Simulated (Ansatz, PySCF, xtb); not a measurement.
Stretching the O3–H4 bond in H2OSn (SMILES [OH][SnH]) (multiplicity 1 held, fragments rigid). Energies count from the point at 0.963 Å.
Geometry at that point (charge 0, multiplicity 1):
```xyz
4

Sn    -0.184    -0.150     0.195
H     -1.455     0.015    -1.072
O      1.215     0.799    -0.869
H      0.926     1.103    -1.736
```

Restricted levels (R-, RO-) in cc, def2 and unpolarised 6-31G sets keep to the state of the molecule at rest. Unrestricted levels (U-) break spin symmetry where that is lower. Levels need not reach the same state.

Rows in LANL2DZ carry no dispersion term and start afresh at each structure. LANL2DZ brings its own core potentials from Na on.

Codes used: Ansatz (Gaussian basis) for Hartree–Fock, density functionals and correlated methods; PySCF for LANL2DZ rows; xtb for the GFN methods. Values without a source in brackets are computed. In def2 rows elements past Kr take small-core potentials, without spin–orbit coupling. The GFN methods have no spin term and hold the electronic entropy of 300 K.

Task: One of these levels gives 528.7 kJ/mol for the energy at R = 3.082 Å. Which one is it?
A. GFN2-xTB
B. U-r2SCAN/def2-TZVPP
C. R-r2SCAN/def2-TZVPP
D. U-HF/LANL2DZ

Result: A, GFN2-xTB. The others give 324.9 (U-HF/LANL2DZ), 615.2 (R-r2SCAN/def2-TZVPP), 458.6 (U-r2SCAN/def2-TZVPP)

Doubts at one or more of the structures used: a spin-contaminated determinant (U-HF/LANL2DZ, U-r2SCAN/def2-TZVPP); a restricted determinant that unrestricted orbitals would lower (R-r2SCAN/def2-TZVPP).

Ansatz is a program for electronic structure.
